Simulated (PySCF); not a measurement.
Species: C6H5NO (charge +1 and doublet state).
Numbering: `[CH+:1]=[C:2][C:3]#[C:4][CH2:5][NH:6][CH:7]=[O:8]` (hydrogens: H9 on C1; H10, H11 on C5; H12 on N6; H13 on C7)

Cartesian coordinates in Å at the GFN2-xTB level; atoms count from 1:
```xyz
13
C6H5NO angstrom
C      4.3129    0.1967    0.3119
C      3.0970    0.2411    0.3047
C      1.7566    0.2858    0.3028
C      0.5364    0.3668    0.2754
C     -0.8782    0.4583    0.2576
N     -1.5411   -0.7195   -0.2508
C     -2.6792   -0.5157   -0.9415
O     -3.0447    0.5829   -1.2716
H      5.3670    0.1576    0.3231
H     -1.2389    0.7383    1.2641
H     -1.2403    1.2811   -0.4046
H     -1.2082   -1.6409   -0.0003
H     -3.2438   -1.4320   -1.1793
```

The hyperfine couplings belong to this conformer and change with its torsions.

Computed with PySCF 2.14.0, UKS B3LYP, pcH-1 on C H N O, non-relativistic, mean-field spin-orbit, GIAO. One conformer (not necessarily the lowest) at the GFN2-xTB geometry, without solvent, vibrations or thermal averaging. Couplings are sensitive to structure, and on GFN2-xTB geometries they can be far from those on DFT ones, by a factor of two or more for some ions and for spin on atoms past the first row. Stability of the SCF solution: not tested.

Problem. Break the g tensor into its mass correction, gauge correction and orbital-Zeeman/spin–orbit terms.

Solution. 
| Δg (ppt) | 1 | 2 | 3 |
| --- | --- | --- | --- |
| relativistic mass correction | -0.20 | -0.20 | -0.20 |
| gauge correction | 0.03 | 0.01 | 0.03 |
| orbital Zeeman/spin–orbit | 0.95 | 4.21 | 12.21 |
| total | 0.77 | 4.02 | 12.03 |

So g = 2.00309, 2.00634, 2.01435 and g_iso = 2.00793; the tensor is rhombic: the two nearest values differ by 29 % of g3 − g1. Axes: g3 points within 5° of the C1–C2 bond.

Problem. What are the electron Larmor frequencies g μB B/h along the three axes at 340 mT?

Solution. 9.5322, 9.5476, 9.5857 GHz for g1, g2 and g3, a range of 53.6 MHz.

Problem. At 9.48 GHz, how far is the centre of the isotropic spectrum from where a free electron (g = 2.002319) resonates?

Solution. B = hν/(g μB) with μB/h = 13.99624 MHz/mT gives 338.27 mT for the free electron and 337.33 mT at g_iso, 0.94 mT lower.

Problem. In a frozen sample, at which fields do the three g values resonate at 9.5, 34, 94 and 263 GHz (hyperfine left aside), and which band first spreads them over more than twice a line width of 1.0 mT?

Solution. 
```json
{"band": "X", "GHz": "9.5", "B(g3) mT": "336.96", "B(g2) mT": "338.30", "B(g1) mT": "338.85", "spread mT": "1.89"}
{"band": "Q", "GHz": "34.0", "B(g3) mT": "1205.96", "B(g2) mT": "1210.78", "B(g1) mT": "1212.74", "spread mT": "6.78"}
{"band": "W", "GHz": "94.0", "B(g3) mT": "3334.12", "B(g2) mT": "3347.44", "B(g1) mT": "3352.86", "spread mT": "18.74"}
{"band": "J", "GHz": "263.0", "B(g3) mT": "9328.43", "B(g2) mT": "9365.70", "B(g1) mT": "9380.88", "spread mT": "52.44"}
```

The spread grows in proportion to the frequency. Q band is the first where it exceeds 2.0 mT.

Largest spin populations (Mulliken): C1 (+0.31), O8 (+0.27), C4 (+0.15) and C3 (+0.15).

The HOMO–LUMO gaps are 6.02 eV among the α and 1.38 eV among the β orbitals.

The SMILES draws the unpaired electron on C2; the largest computed Mulliken spin population is on C1 (0.31 against -0.02).
